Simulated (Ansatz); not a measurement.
Correlation energies of `C[NH][Ti]([F])([F])[F]` by basis set

```
atom   x (Å)   y (Å)   z (Å)
  C1  -0.126   0.828   1.188
  N2  -0.659   0.014   0.118
 Ti3   0.348  -0.807  -1.193
  F4   1.272   0.435  -2.037
  F5  -0.776  -1.663  -2.233
  F6   1.517  -1.868  -0.406
  H7  -0.513   1.851   1.146
  H8   0.963   0.887   1.108
  H9  -0.358   0.404   2.171
 H10  -1.667  -0.080   0.136
```

The species carries charge 0 and has multiplicity 1. Correlated methods include outer-core shells of Ti, which these sets cover unevenly. Scalar relativity is left out up to krypton. The structure was optimised at the PBE0-D4/def2-TZVP level. It is one conformer, not always the lowest. Frozen core, restricted reference, the Gaussian-basis code of Ansatz.

| basis | HF (Eh) | MP2 corr. | CCSD corr. | (T) | CCSD(T) total |
| --- | --- | --- | --- | --- | --- |
| def2-SVP | -1241.15947 | -1.19375 | ? | -0.04276 | ? |
| def2-TZVPP | -1241.77869 | ? | -1.58137 | ? | ? |
| def2-QZVPP | ? | -1.70735 | – | – | – |

Question: Fill in the withheld values. (Best estimate.)

Answer: Computed: def2-SVP CCSD corr.: -1.20824; def2-SVP CCSD(T) total: -1242.41047; def2-TZVPP MP2 corr.: -1.57415; def2-TZVPP (T): -0.06952; def2-TZVPP CCSD(T) total: -1243.42958; def2-QZVPP HF (Eh): -1241.81238.
